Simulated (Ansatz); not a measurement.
Molecule: CH₃BI₂O, net charge 0, singlet state. SMILES: COB(I)I
Geometry: optimised at B3LYP-D3(BJ)/def2-TZVP (Ansatz, a program for electronic structure).

Property: atomisation energy, in kcal/mol. Conventions: STO-3G and 3-21G all-electron and non-relativistic; LANL2DZ with its own core potentials from Na on; no dispersion term unless named; open shells spin-unrestricted; def2 sets with scalar-relativistic core potentials past Kr; six Cartesian d functions in 6-31G* and its kin unless marked 5d; atomisation electronic, to ground-state atoms; no spin-orbit coupling. First-principles rows: single points at B3LYP-D3(BJ) geometries (Ansatz).

```csv
level,program,atomisation energy (kcal/mol)
B3LYP/STO-3G,Ansatz,806.3
B3LYP/3-21G,Ansatz,651.8
B3LYP/LANL2DZ,Ansatz,631.0
B3LYP/def2-SVP,Ansatz,675.9
B3LYP/6-31G* with LANL2DZ past Ar,Ansatz,666.1
B3LYP/def2-TZVPD,Ansatz,668.1
```

No value to compare with is used here. The 5 habitual levels span 631.0 (B3LYP/LANL2DZ) to 806.3 kcal/mol (B3LYP/STO-3G); B3LYP/def2-TZVPD gives 668.1.

The sets are all those run for this method; left out are runs that failed, that the program found above a lower state of the same kind, or whose <S^2> lies over 0.5 above the pure value.
